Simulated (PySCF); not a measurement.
## S(2+) (sulfur, charge +2) across methods

[Ne] 3s1 3p2 3d1, one real determinant (an excited configuration). Calculation: PySCF 2.14, in aug-cc-pV(Q+d)Z (7s6p5d3f2g, 89 functions); no relativity, point nucleus.

```
method  E (hartree)  mean ε 3s α (eV)  mean ε 3p α (eV)  mean ε 3d α (eV)  Σ⟨r²⟩ (bohr²)   ⟨S²⟩
   LDA    -394.6522           -42.832           -31.313           -16.088          17.34  6.000
  PBE0    -395.9060           -45.352           -33.126           -17.131          17.34  6.000
  PW91    -396.0334           -42.985           -31.403           -16.277          17.29  6.000
 B3LYP    -396.0474           -44.657           -32.575           -16.840          17.35  6.000
   UHF   -395.52645           -52.064           -37.954           -19.342          17.72  6.000
r2SCAN    -396.0295           -43.886           -31.857           -16.258          17.30  6.000
   PBE    -395.8780           -42.932           -31.344           -16.220          17.31  6.000
```

**Question.** Estimate the same row for wB97M-V.

**Answer.** E (hartree) = -396.0160; mean ε 3s α (eV) = -47.598; mean ε 3p α (eV) = -35.163; mean ε 3d α (eV) = -18.958; Σ⟨r²⟩ (bohr²) = 17.58; ⟨S²⟩ = 6.000.

⟨L²⟩ = 8.00 against 12 for a pure F term, so this real determinant mixes terms. The outer electron is Rydberg-like, and this basis confines it to a smaller radius and binds it less than a complete one would.
